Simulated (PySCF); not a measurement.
glyoxal (C₂H₂O₂), singlet, geometry from GFN2-xTB; DF-BLYP/aug-cc-pVDZ (PySCF).

Here is a job for PySCF.
```python
from pyscf import gto, scf, dft
import numpy

mol = gto.Mole()
mol.atom = '''
    C     0.02026430    0.75833993    0.00748046
    C    -0.02026430   -0.75833993   -0.00748046
    O     1.03960208    1.38537393    0.03158832
    H    -0.97907997    1.22841153   -0.00597192
    O    -1.03960208   -1.38537393   -0.03158832
    H     0.97907997   -1.22841153    0.00597192
'''
mol.basis = 'aug-cc-pvdz'
mol.verbose = 4
mol.build()
print('smallest overlap eigenvalue', numpy.linalg.eigvalsh(mol.intor('int1e_ovlp'))[0])

mf = dft.RKS(mol)
mf.xc = 'blyp'
mf = mf.density_fit(auxbasis='def2-universal-jkfit')
mf = scf.addons.remove_linear_dep_(mf, threshold=1e-3, lindep=1e-3)
mf.kernel()
```

Question: What does PySCF print? Leave out banner, timings and long lists.

Answer: 
```
PySCF version 2.14.0

[INPUT] verbose = 4
[INPUT] num. atoms = 6
[INPUT] num. electrons = 30
[INPUT] charge = 0
[INPUT] spin (= nelec alpha-beta = 2S) = 0
[INPUT] symmetry False subgroup None
[INPUT] Mole.unit = angstrom
[INPUT] Symbol           X                Y                Z      unit          X                Y                Z       unit  Magmom
[...]
nuclear repulsion = 102.22683584239
number of shells = 42
number of NR pGTOs = 162
number of NR cGTOs = 110
basis = aug-cc-pvdz
ecp = {}
input.py:21: DeprecationWarning: remove_linear_dep_ is deprecated and will be removed in a future release. Linear dependency handling is now built into the SCF procedure by default. Linear dependency removal can be controlled using the following settings:
  pyscf.scf.hf.remove_overlap_zero_eigenvalue = True
  pyscf.scf.hf.overlap_zero_eigenvalue_threshold = 1e-6

  mf = scf.addons.remove_linear_dep_(mf, threshold=1e-3, lindep=1e-3)
smallest overlap eigenvalue 0.00012129726176874102
Applying remove_linear_dep_ on SCF object.
Using canonical orthogonalization with threshold 0.001

******** <class 'pyscf.df.df_jk.DFRKS'> ********
method = DFRKS
initial guess = minao
damping factor = 0
level_shift factor = 0
DIIS = <class 'pyscf.scf.diis.CDIIS'>
diis_start_cycle = 1
diis_space = 8
diis_damp = 0
SCF conv_tol = 1e-09
SCF conv_tol_grad = None
SCF max_cycles = 50
direct_scf = False
XC library pyscf.dft.libxc version 7.1.2
    S. Lehtola, C. Steigemann, M. J. T. Oliveira, and M. A. L. Marques,  SoftwareX 7, 1–5 (2018)
XC functionals = blyp
    A. D. Becke,  Phys. Rev. A 38, 3098 (1988)
    C. Lee, W. Yang, and R. G. Parr,  Phys. Rev. B 37, 785 (1988)
    B. Miehlich, A. Savin, H. Stoll, and H. Preuss,  Chem. Phys. Lett. 157, 200 (1989)
radial grids:
    Treutler-Ahlrichs [JCP 102, 346 (1995); DOI:10.1063/1.469408] (M4) radial grids

becke partition: Becke, JCP 88, 2547 (1988); DOI:10.1063/1.454033
pruning grids: <function nwchem_prune>
grids dens level: 3
symmetrized grids: False
atomic radii adjust function: <function treutler_atomic_radii_adjust>
small_rho_cutoff = 0
Set gradient conv threshold to 3.16228e-05
Initial guess from minao.
tot grids = 76016
init E= -228.307927283819
[...]
cycle= 1 E= -227.591021972818  delta_E= 0.717  |g|= 1.05  |ddm|=  3.3
[...]
cycle= 2 E= -225.834177884324  delta_E= 1.76  |g|= 3.07  |ddm|= 2.33
[...]
cycle= 3 E= -227.805043858595  delta_E= -1.97  |g|= 0.136  |ddm|= 1.81
[...]
cycle= 4 E= -227.807455379797  delta_E= -0.00241  |g|= 0.0959  |ddm|= 0.193
[...]
cycle= 5 E= -227.80991503434  delta_E= -0.00246  |g|= 0.00773  |ddm|= 0.0796
[...]
cycle= 6 E= -227.809927730947  delta_E= -1.27e-05  |g|= 0.00201  |ddm|= 0.00681
[...]
cycle= 7 E= -227.809927659024  delta_E= 7.19e-08  |g|= 0.002  |ddm|= 0.000812
[...]
cycle= 8 E= -227.809928033126  delta_E= -3.74e-07  |g|= 0.00173  |ddm|= 0.00146
[...]
cycle= 9 E= -227.809928007985  delta_E= 2.51e-08  |g|= 0.00168  |ddm|= 0.000178
[...]
cycle= 10 E= -227.809924199436  delta_E= 3.81e-06  |g|= 0.00427  |ddm|= 0.00237
[...]
cycle= 11 E= -227.809925394237  delta_E= -1.19e-06  |g|= 0.00358  |ddm|= 0.000485
[...]
cycle= 12 E= -227.809923547186  delta_E= 1.85e-06  |g|= 0.00458  |ddm|= 0.000735
[...]
cycle= 13 E= -227.809924807213  delta_E= -1.26e-06  |g|= 0.004  |ddm|= 0.00122
[...]
cycle= 14 E= -227.809924359649  delta_E= 4.48e-07  |g|= 0.00423  |ddm|= 0.00062
[...]
cycle= 15 E= -227.809925352976  delta_E= -9.93e-07  |g|= 0.0041  |ddm|= 0.00307
[...]
cycle= 16 E= -227.809920153499  delta_E= 5.2e-06  |g|= 0.00579  |ddm|= 0.00363
[...]
cycle= 17 E= -227.809925910301  delta_E= -5.76e-06  |g|= 0.00354  |ddm|= 0.00255
[...]
cycle= 18 E= -227.809925528566  delta_E= 3.82e-07  |g|= 0.00357  |ddm|= 0.00227
[...]
cycle= 19 E= -227.809925497045  delta_E= 3.15e-08  |g|= 0.00348  |ddm|= 0.00154
[...]
cycle= 20 E= -227.809922192688  delta_E= 3.3e-06  |g|= 0.0054  |ddm|= 0.00135
[...]
cycle= 21 E= -227.809925457242  delta_E= -3.26e-06  |g|= 0.0037  |ddm|= 0.00124
[...]
cycle= 22 E= -227.809925223797  delta_E= 2.33e-07  |g|= 0.0039  |ddm|= 0.000756
[...]
cycle= 23 E= -227.809921405586  delta_E= 3.82e-06  |g|= 0.00567  |ddm|= 0.00256
[...]
cycle= 24 E= -227.809918646806  delta_E= 2.76e-06  |g|= 0.00694  |ddm|= 0.00598
[...]
cycle= 25 E= -227.809924360545  delta_E= -5.71e-06  |g|= 0.00429  |ddm|= 0.00521
[...]
cycle= 26 E= -227.809926236758  delta_E= -1.88e-06  |g|= 0.00323  |ddm|= 0.00142
[...]
cycle= 27 E= -227.809925344204  delta_E= 8.93e-07  |g|= 0.00377  |ddm|= 0.00135
[...]
cycle= 28 E= -227.809926344222  delta_E= -1e-06  |g|= 0.00353  |ddm|= 0.00213
[...]
cycle= 29 E= -227.809925962487  delta_E= 3.82e-07  |g|= 0.00331  |ddm|= 0.00267
[...]
cycle= 30 E= -227.809922397492  delta_E= 3.56e-06  |g|= 0.00536  |ddm|= 0.0024
[...]
cycle= 31 E= -227.809924693797  delta_E= -2.3e-06  |g|= 0.00405  |ddm|= 0.0013
[...]
cycle= 32 E= -227.809923552869  delta_E= 1.14e-06  |g|= 0.00469  |ddm|= 0.00148
[...]
cycle= 33 E= -227.809917081885  delta_E= 6.47e-06  |g|= 0.00745  |ddm|= 0.00531
[...]
cycle= 34 E= -227.80992551188  delta_E= -8.43e-06  |g|= 0.00363  |ddm|= 0.00496
[...]
cycle= 35 E= -227.809924988785  delta_E= 5.23e-07  |g|= 0.00387  |ddm|= 0.00159
[...]
cycle= 36 E= -227.809926447717  delta_E= -1.46e-06  |g|= 0.00303  |ddm|= 0.00207
[...]
cycle= 37 E= -227.809927633828  delta_E= -1.19e-06  |g|= 0.00234  |ddm|= 0.00296
[...]
cycle= 38 E= -227.80992399824  delta_E= 3.64e-06  |g|= 0.00445  |ddm|= 0.00333
[...]
cycle= 39 E= -227.80992426415  delta_E= -2.66e-07  |g|= 0.0046  |ddm|= 0.00119
[...]
cycle= 40 E= -227.809925685528  delta_E= -1.42e-06  |g|= 0.00361  |ddm|= 0.00158
[...]
cycle= 41 E= -227.809924034417  delta_E= 1.65e-06  |g|= 0.0045  |ddm|= 0.00152
[...]
cycle= 42 E= -227.809925229722  delta_E= -1.2e-06  |g|= 0.00375  |ddm|= 0.00117
[...]
cycle= 43 E= -227.809921431001  delta_E= 3.8e-06  |g|= 0.00579  |ddm|= 0.00219
[...]
cycle= 44 E= -227.809923005815  delta_E= -1.57e-06  |g|= 0.00502  |ddm|= 0.00306
[...]
cycle= 45 E= -227.809924856518  delta_E= -1.85e-06  |g|= 0.0039  |ddm|= 0.00239
[...]
cycle= 46 E= -227.809924437344  delta_E= 4.19e-07  |g|= 0.00438  |ddm|= 0.00469
[...]
cycle= 47 E= -227.809926092108  delta_E= -1.65e-06  |g|= 0.00331  |ddm|= 0.00479
[...]
cycle= 48 E= -227.809925446554  delta_E= 6.46e-07  |g|= 0.00377  |ddm|= 0.00226
[...]
cycle= 49 E= -227.809925267723  delta_E= 1.79e-07  |g|= 0.00372  |ddm|= 0.00145
[...]
cycle= 50 E= -227.809927636697  delta_E= -2.37e-06  |g|= 0.00222  |ddm|= 0.00228
SCF not converged.
SCF energy = -227.809927636697
```

The run did not converge; its last values are not results.
